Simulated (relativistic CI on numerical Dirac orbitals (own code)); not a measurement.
## Ti2+ in a cubic cluster: 1s photoemission with charge transfer

Computed with a charge-transfer multiplet model of a cubic metal-ligand cluster with up to 2 ligand holes, Slater and spin-orbit integrals from Dirac-Coulomb-Breit ions, Slater integrals scaled by 0.8. The ground state mixes d2 with configurations of k ligand holes L, whose averages lie at kΔ + k(k − 1)U_dd/2; a core hole lowers each added d electron by U_cd. 300 K, Lorentzian 1.1 eV and Gaussian 0.6 eV FWHM.

Atomic integrals in eV (Slater integrals scaled, ζ unscaled), ground: F2dd 6.578, F4dd 4.090, zeta_d 0.013; with the core hole: F2dd 8.128, F4dd 5.094, zeta_d 0.025, G2cd 0.033.

Cluster parameters (eV): Δ = 7.6, U_cd = 6.6, 10Dq = 1.3, 10Dq(ligand) = 1.4, V(eg) = 1.75, V(t2g) = -0.79, final-state hopping factor = 1.

```
         Case   n_d    d2   d3L  d4L2     S
U_dd = 4.4 eV  2.20  0.81  0.18  0.01  1.00
U_dd = 5.1 eV  2.20  0.81  0.18  0.01  1.00
U_dd = 6.5 eV  2.19  0.81  0.18  0.01  1.00
```

Weights, n_d and S are thermal averages at 300 K. Binding energies count from the first peak over 30 % of the highest in each spectrum, which can be another peak from case to case. The parameters are a model scan and need not match a compound or its usual spin state. Peaks in eV (height, largest 100):
- U_dd = 4.4 eV: 0.0 (100), 4.4 (9), 6.9 (24)
- U_dd = 5.1 eV: 0.0 (100), 4.4 (8), 7.0 (22)
- U_dd = 6.5 eV: 0.0 (100), 4.4 (7), 7.2 (20)

Curve for U_dd = 4.4 eV (points under 2 left out, the grid thinned):

| E (eV) | Intensity |
| --- | --- |
| -3.4 | 3.1 |
| -3.1 | 3.7 |
| -2.8 | 4.5 |
| -2.5 | 5.6 |
| -2.2 | 7.2 |
| -1.9 | 9.4 |
| -1.7 | 11.6 |
| -1.4 | 16.6 |
| -1.1 | 25.2 |
| -0.8 | 40.6 |
| -0.5 | 65.4 |
| -0.2 | 92.1 |
| 0.1 | 98.9 |
| 0.4 | 78.4 |
| 0.7 | 50.8 |
| 1.0 | 31.4 |
| 1.3 | 20.4 |
| 1.5 | 16.0 |
| 1.8 | 11.9 |
| 2.1 | 9.6 |
| 2.4 | 8.3 |
| 2.7 | 7.4 |
| 3.0 | 6.8 |
| 3.3 | 6.8 |
| 3.6 | 7.5 |
| 3.9 | 8.2 |
| 4.2 | 8.6 |
| 4.5 | 8.6 |
| 4.7 | 8.5 |
| 5.0 | 8.4 |
| 5.3 | 8.6 |
| 5.6 | 9.2 |
| 5.9 | 10.7 |
| 6.2 | 14.1 |
| 6.5 | 19.3 |
| 6.8 | 23.3 |
| 7.1 | 22.2 |
| 7.4 | 16.5 |
| 7.7 | 10.8 |
| 7.9 | 8.1 |
| 8.2 | 5.5 |
| 8.5 | 4.0 |
| 8.8 | 3.0 |
| 9.1 | 2.4 |
| 9.4 | 2.1 |

For the case U_dd = 5.1 eV, Δ = 7.6 eV is larger than U_dd = 5.1 eV, the Mott-Hubbard side of the Zaanen-Sawatzky-Allen scheme. With the core hole the average of the configuration with one ligand hole lies at Δ − U_cd = 1.0 eV before mixing: the effective hopping of about 3.8 eV (from the holes of the mixed ground state) is comparable with this gap or larger, so the configurations mix strongly.
